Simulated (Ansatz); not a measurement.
`N1[SiH2]P1` and `N[SiH]1NP1` differ in one atom or group.

Ansatz, PBE0-D4/def2-TZVP geometries, multiplicity 1. Each molecule was computed in one conformer, which needn't be the lowest.

```json
{"property": "ideal-gas entropy at 298 K and 1 bar (rigid rotor, harmonic PBE0-D4/def2-TZVP) / J/(mol·K)", "`N1[SiH2]P1`": "282"}
{"property": "HOMO–LUMO gap (PBE0/def2-TZVPP) / eV", "`N1[SiH2]P1`": "6.07"}
{"property": "size of the dipole moment (PBE/def2-TZVPP) / D", "`N1[SiH2]P1`": "1.53"}
{"property": "HOMO energy (ωB97M-V/def2-TZVPP) / eV", "`N1[SiH2]P1`": "-8.81"}
{"property": "HOMO–LUMO gap (B3LYP/def2-TZVPP) / eV", "`N1[SiH2]P1`": "5.66"}
{"property": "HOMO energy (PBE/def2-TZVPP) / eV", "`N1[SiH2]P1`": "-5.59"}
```

(1) What does the change do to each property? (An estimate is asked.)

## Answers

(1) Computed: 
| property | `N[SiH]1NP1` | shift |
| --- | --- | --- |
| ideal-gas entropy at 298 K and 1 bar (rigid rotor, harmonic PBE0-D4/def2-TZVP) / J/(mol·K) | 320 | 38 |
| HOMO–LUMO gap (PBE0/def2-TZVPP) / eV | 6.38 | 0.31 |
| size of the dipole moment (PBE/def2-TZVPP) / D | 2.16 | 0.63 |
| HOMO energy (ωB97M-V/def2-TZVPP) / eV | -8.54 | 0.27 |
| HOMO–LUMO gap (B3LYP/def2-TZVPP) / eV | 5.93 | 0.27 |
| HOMO energy (PBE/def2-TZVPP) / eV | -5.34 | 0.25 |

With PBE0 the HOMO rises by 0.25 eV and the LUMO rises by 0.55 eV, so the gap widens by about 0.30 eV. PBE moves the HOMO by 0.25 eV and ωB97M-V by 0.27 eV. The zero-point energy changes by 48.5 kJ/mol with +6 modes. Dipoles are sizes alone; their direction can turn.

B3LYP here is the variant with VWN-RPA as its local correlation; programs differ in this.
